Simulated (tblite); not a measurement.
C6H11NOSi.
Geometry (GFN2-xTB, Å), atoms numbered from 1 in this order:
```xyz
20
C6H11NOSi angstrom
C      3.1084   -0.0623    0.5011
C      1.8119   -0.3352    0.6523
C      1.0712    0.3696    1.6329
N      0.4796    0.9394    2.4333
C      1.0506   -1.3297   -0.1589
Si     0.0492   -0.4936   -1.5674
C     -1.1902    0.6960   -0.7469
O     -1.9195   -0.1371    0.1341
C     -2.7383    0.5687    1.0306
H      3.7027   -0.5819   -0.2313
H      3.6091    0.6767    1.1035
H      1.7439   -2.0559   -0.5829
H      0.3473   -1.8630    0.4820
H     -0.6683   -1.5375   -2.2990
H      0.9606    0.2543   -2.4438
H     -1.8671    1.1812   -1.4637
H     -0.6904    1.4981   -0.1870
H     -2.1361    1.2030    1.6918
H     -3.2677   -0.1754    1.6232
H     -3.4622    1.1952    0.4945
```

Computed values, GFN2-xTB/tblite, gas phase, harmonic and unscaled. This tight-binding method is rough: wavenumbers can miss measured ones by several per cent, in bad cases by 10 to 20. Modes of hydrogen on silicon can be 10 to 20 % off. One conformer, not necessarily the lowest.

Harmonic wavenumbers (cm⁻¹): 29.0, 45.1, 81.9, 92.2, 124.6, 145.0, 177.0, 216.0, 245.5, 300.3, 354.9, 376.5, 465.2, 547.4, 568.3, 593.1, 656.2, 689.0, 728.3, 744.6, 780.3, 802.4, 815.5, 845.2, 885.1, 965.9, 973.5, 1101.7, 1103.3, 1136.9, 1156.0, 1195.0, 1203.1, 1278.0, 1294.6, 1397.6, 1406.7, 1449.9, 1469.0, 1484.2, 1493.8, 1657.6, 2222.3, 2271.7, 2373.8, 2850.9, 2887.8, 2902.6, 2927.0, 2989.8, 2996.3, 3023.3, 3105.7, 3135.0.

A = 1747, B = 1097, C = 748.5 MHz; mass 141.061 u (most abundant isotopes); point group C1, symmetry number 1.

**Question.** Zero-point energy?

**Answer.** Half the sum of the wavenumbers: 33381 cm⁻¹ = 399.32 kJ/mol.

**Question.** Entropy at 350 K, 1 bar (ideal gas, RRHO, classical rotation)?

**Answer.** Translation 173.91, rotation 126.66, vibration 189.03: S = 489.6 J/(mol K).

**Question.** And Cp and H(350 K) − H(0)?

**Answer.** Cp = 206.70 J/(mol K), of which vibrations give 173.44 (their classical limit is 54 R = 449.0); H(350 K) − H(0) = 44.16 kJ/mol without the zero-point energy, 32.52 from vibrations.

**Question.** Which modes carry the vibrational entropy at 350 K?

**Answer.** 29.0 cm⁻¹: 26.00; 45.1 cm⁻¹: 22.34; 81.9 cm⁻¹: 17.41; 92.2 cm⁻¹: 16.43; 124.6 cm⁻¹: 13.97; 145.0 cm⁻¹: 12.74 J/(mol K); the other 48 give 80.15 together.

**Question.** How do the functions run with temperature in this model?

**Answer.** 
```tsv
T (K)	S (J/(mol K))	Cp (J/(mol K))	H − H(0) (kJ/mol)	G − H(0) (kJ/mol)	ln q(vib)
50	260.0	66.4	2.41	-10.59	1.11
100	315.1	94.1	6.46	-25.05	2.99
298.15	458.3	184.2	34.02	-102.62	9.89
373.15	503.2	216.2	49.06	-138.69	12.30
500	573.1	262.1	79.51	-207.03	16.22
750	692.4	326.4	153.65	-365.68	23.44
1000	792.5	368.8	240.89	-551.65	30.00
```

q(vib) and H(0) count from the zero-point level.

**Question.** Blend soft modes into free rotors: weight 1/[1 + (100 cm⁻¹/ν̃)⁴] for the oscillator and the rest for a rotor with moment μB/(μ + B), μ = h/(8π²ν), B = 10⁻⁴⁴ kg m². What vibrational entropy results?

**Answer.** 168.92 J/(mol K) in place of 189.03, which changes −T·S at 350 K by +7.04 kJ/mol.

Hindered rotation and anharmonicity are outside this model. Other conformers, if any are populated, would add a mixing term that is left out. The structure is chiral; the term R ln 2 for an equal mix with its mirror image is left out.
